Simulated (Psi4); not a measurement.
CHO2 (SMILES [O]C=O), doublet, at a GFN2-xTB geometry; R2SCAN/STO-3G run with Psi4.

Input for Psi4:
```
memory 2 GB

molecule {
0 2
  O     1.15623491   -0.01312691    0.00983414
  C    -0.02457140    0.19152173    0.00045866
  O    -1.11548103   -0.30452915   -0.01059486
  H    -0.17860263    1.39211811    0.00333384
}

set basis sto-3g
set reference uks
set e_convergence 1e-4

energy('r2scan')
print_variables()
```

**Question.** Predict the main parts of the log of this Psi4 run.

**Answer.** 
```
   => Loading Basis Set <=

    Name: STO-3G
    Role: ORBITAL
    Keyword: BASIS

         ---------------------------------------------------------
                                   SCF
               by Justin Turney, Rob Parrish, Andy Simmonett
                          and Daniel G. A. Smith
                              UKS Reference
         ---------------------------------------------------------

  ==> Geometry <==

    Molecular point group: c1
    Full point group: C1

    Geometry (in Angstrom), charge = 0, multiplicity = 2:

       Center              X                  Y                   Z               Mass
    ------------   -----------------  -----------------  -----------------  -----------------
         O            1.152301419854     0.017532673068     0.009907561695    15.994914619570
         C           -0.028504890146     0.222181313068     0.000532081695    12.000000000000
         O           -1.119414520146    -0.273869566932    -0.010521438305    15.994914619570
         H           -0.182536120146     1.422777693068     0.003407261695     1.007825032230

  Running in c1 symmetry.

  Rotational constants: A =      5.25158  B =      0.40180  C =      0.37325 [cm^-1]
  Rotational constants: A = 157438.40504  B =  12045.77749  C =  11189.64594 [MHz]
  Nuclear repulsion =   64.167100720892961

  Charge       = 0
  Multiplicity = 2
  Electrons    = 23
  Nalpha       = 12
  Nbeta        = 11

  ==> Algorithm <==

  SCF Algorithm Type is DF.
  DIIS enabled.
  MOM disabled.
  Fractional occupation disabled.
  Guess Type is SAD.
  Energy threshold   = 1.00e-04
  Density threshold  = 1.00e-06
  Integral threshold = 1.00e-12

  ==> Primary Basis <==

  Basis Set: STO-3G
    Blend: STO-3G
    Number of shells: 10
    Number of basis functions: 16
    Number of Cartesian functions: 16
    Spherical Harmonics?: true
    Max angular momentum: 1

  ==> DFT Potential <==

   => LibXC <=

    Version 7.1.2
    S. Lehtola, C. Steigemann, M. J. T. Oliveira, and M. A. L. Marques,  SoftwareX 7, 1–5 (2018) (10.1016/j.softx.2017.11.002)

   => Composite Functional: R2SCAN <=

    r2SCAN Meta-GGA XC Functional  (0.1021/acs.jpclett.0c02405)
    J. W. Furness, A. D. Kaplan, J. Ning, J. P. Perdew, J. Sun  J. Phys. Chem. Lett.  11, 8208–8215, 2020

    Deriv               =              1
    GGA                 =           TRUE
    Meta                =           TRUE

    Exchange Hybrid     =          FALSE
    MP2 Hybrid          =          FALSE

[...]
      Ntotal   =   23.0000035640 ; deviation = 3.564e-06

   @Spin Contamination Metric:   6.968678137E-03
   @S^2 Expected:                7.500000000E-01
   @S^2 Observed:                7.569686781E-01
   @S   Expected:                5.000000000E-01
   @S   Observed:                5.000000000E-01

    Orbital Energies [Eh]
    ---------------------

    Alpha Occupied:

[...]
    Alpha Virtual:

[...]
      16A      0.794227

    Beta Occupied:

[...]
    Beta Virtual:

[...]
    Final Occupation by Irrep:
              A
    DOCC [    11 ]
    SOCC [     1 ]
    NA   [    12 ]
    NB   [    11 ]

  @DF-UKS Final Energy:  -186.41648531166595

   => Energetics <=

    Nuclear Repulsion Energy =             64.1671007208929609
    One-Electron Energy =                -383.1167731826888598
    Two-Electron Energy =                 155.4894623798417683
    DFT Exchange-Correlation Energy =     -22.9562752297118067
    Empirical Dispersion Energy =           0.0000000000000000
    VV10 Nonlocal Energy =                  0.0000000000000000
    Total Energy =                       -186.4164853116659515

  UHF NO Occupations:
  HONO-2 :   10  A 1.9995915
  HONO-1 :   11  A 1.9973309
  HONO-0 :   12  A 1.0000000
  LUNO+0 :   13  A 0.0026691
  LUNO+1 :   14  A 0.0004085
  LUNO+2 :   15  A 0.0003490
  LUNO+3 :   16  A 0.0000615

Computation Completed

Properties will be evaluated at   0.000000,   0.000000,   0.000000 [a0]

Properties computed using the SCF density matrix

 Multipole Moments:

 ------------------------------------------------------------------------------------
     Multipole            Electronic (a.u.)      Nuclear  (a.u.)        Total (a.u.)
 ------------------------------------------------------------------------------------

 L = 1.  Multiply by 2.5417464519 to convert [e a0] to [Debye]
 Dipole X            :          0.1147891           -0.1709640           -0.0561749
 Dipole Y            :         -0.8947238            1.3325790            0.4378552
 Dipole Z            :         -0.0021427            0.0031913            0.0010486
 Magnitude           :                                                    0.4414452

 ------------------------------------------------------------------------------------

  Variable Map:
  ----------------------------------------------------------------------------
[...]
  Array Variable Map:
  ----------------------------------------------------------------------------
[...]
[...]
```
